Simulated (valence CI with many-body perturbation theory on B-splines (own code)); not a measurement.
Ladder of approximations for Ir⁶⁴⁺

Computed by valence CI with perturbative core correlation (CI+MBPT): three valence electrons over a frozen Dirac-Fock core [Ne], a basis of 11 s, 11 p, 9 d, 7 f, 5 g, 2 h, 1 i functions for each j, with the one-electron correlation potential Σ1, the two-electron term Σ2, the three-electron term Σ3, Breit, model QED; selected CI, second order for the rest (own B-spline code, finite nucleus).

No measured spectrum was set against this ion. As an estimate, large intervals hold to a few tenths of a per cent, small ones and those within an open d or f shell to about a per cent.

Each rung adds one term. CI alone is the Dirac-Coulomb CI over the frozen core; QED comes last and gives the full result, which names the levels. Energies are above (3s^2 3p1/2) J=1/2 on the same rung, in Ry.

Levels are named by their leading jj configuration (3d3/2^4 stands for four electrons in 3d with j = 3/2), which in mixed levels can hold well under half, so a name can repeat and another be missing. Letters in brackets count levels of one name in rising energy.

| Level | CI alone | + Σ1 | + Σ2 | + Σ3 | + Breit | Full |
| --- | --- | --- | --- | --- | --- | --- |
| (3s 3p1/2^2) J=1/2 | 13.202 | 13.181 | 13.175 | 13.176 | 13.536 | 13.144 |
| (3s^2 3p3/2) J=3/2 | 32.652 | 32.667 | 32.675 | 32.675 | 32.291 | 32.321 |
| (3s 3p1/2 3p3/2) J=3/2 [a] | 43.465 | 43.459 | 43.482 | 43.484 | 43.449 | 43.093 |
| (3s 3p1/2 3p3/2) J=5/2 | 44.959 | 44.953 | 44.965 | 44.966 | 44.863 | 44.510 |
| (3s 3p1/2 3p3/2) J=3/2 [b] | 46.541 | 46.536 | 46.533 | 46.535 | 46.396 | 46.100 |
| (3s 3p1/2 3p3/2) J=1/2 | 47.324 | 47.318 | 47.289 | 47.289 | 47.261 | 46.900 |
| (3s^2 3d3/2) J=3/2 | 50.989 | 50.985 | 50.940 | 50.936 | 50.555 | 50.439 |
| (3s^2 3d5/2) J=5/2 | 57.684 | 57.693 | 57.667 | 57.665 | 57.017 | 56.981 |
| (3s 3p1/2 3d3/2) J=3/2 [a] | 59.411 | 59.385 | 59.383 | 59.386 | 59.469 | 58.899 |
| (3s 3p1/2 3d3/2) J=3/2 [b] | 60.460 | 60.435 | 60.425 | 60.425 | 60.467 | 59.901 |
| (3s 3p1/2 3d3/2) J=5/2 | 61.422 | 61.397 | 61.392 | 61.391 | 61.226 | 60.789 |
| (3s 3p1/2 3d3/2) J=1/2 | 63.444 | 63.418 | 63.381 | 63.379 | 63.289 | 62.853 |
| (3s 3p1/2 3d3/2) J=3/2 [c] | 64.042 | 64.017 | 63.975 | 63.971 | 63.899 | 63.427 |
| (3s 3p1/2 3d5/2) J=5/2 [a] | 68.789 | 68.777 | 68.765 | 68.763 | 68.465 | 68.047 |
| (3s 3p1/2 3d5/2) J=7/2 | 70.001 | 69.989 | 69.969 | 69.968 | 69.591 | 69.173 |
| (3s 3p1/2 3d5/2) J=5/2 [b] | 70.746 | 70.734 | 70.712 | 70.707 | 70.376 | 69.956 |
| (3s 3p1/2 3d5/2) J=3/2 | 71.058 | 71.045 | 71.007 | 71.004 | 70.746 | 70.310 |
| (3p1/2^2 3d3/2) J=3/2 | 76.094 | 76.047 | 76.013 | 76.012 | 76.263 | 75.438 |
| (3s 3p3/2^2) J=5/2 | 77.065 | 77.075 | 77.093 | 77.094 | 76.642 | 76.318 |
| (3s 3p3/2^2) J=1/2 | 79.933 | 79.943 | 79.941 | 79.941 | 79.545 | 79.219 |
| (3s 3p3/2^2) J=3/2 | 80.531 | 80.541 | 80.515 | 80.515 | 80.086 | 79.758 |
| (3p1/2^2 3d5/2) J=5/2 | 84.729 | 84.696 | 84.646 | 84.644 | 84.682 | 83.875 |
| (3p1/2 3p3/2^2) J=5/2 | 91.597 | 91.586 | 91.591 | 91.594 | 91.327 | 90.721 |
| (3p1/2 3p3/2^2) J=3/2 | 91.965 | 91.954 | 91.933 | 91.935 | 91.820 | 91.128 |
| (3p1/2 3p3/2^2) J=1/2 | 93.263 | 93.252 | 93.242 | 93.244 | 93.088 | 92.447 |
| (3s 3p3/2 3d3/2) J=3/2 [a] | 94.050 | 94.040 | 94.029 | 94.028 | 93.545 | 93.131 |
| (3s 3p3/2 3d3/2) J=1/2 [a] | 94.164 | 94.155 | 94.147 | 94.145 | 93.706 | 93.277 |
| (3s 3p3/2 3d3/2) J=5/2 [a] | 94.465 | 94.456 | 94.436 | 94.436 | 93.977 | 93.509 |
| (3s 3p3/2 3d3/2) J=7/2 | 94.679 | 94.670 | 94.665 | 94.662 | 94.081 | 93.678 |
| (3s 3p3/2 3d3/2) J=3/2 [b] | 96.852 | 96.843 | 96.801 | 96.798 | 96.294 | 95.880 |
| (3s 3p3/2 3d3/2) J=5/2 [b] | 97.827 | 97.817 | 97.763 | 97.761 | 97.261 | 96.827 |

Question: How does the ionisation energy move along the ladder, and which term matters most?

Answer: CI alone 7433.3, + Σ1 7434.5, + Σ2 7434.5, + Σ3 7434.4, + Breit 7422.9, + QED 7422.5 eV. The largest step is Breit, -11.5 eV. NIST lists 7421 ± 24 eV (theoretical).
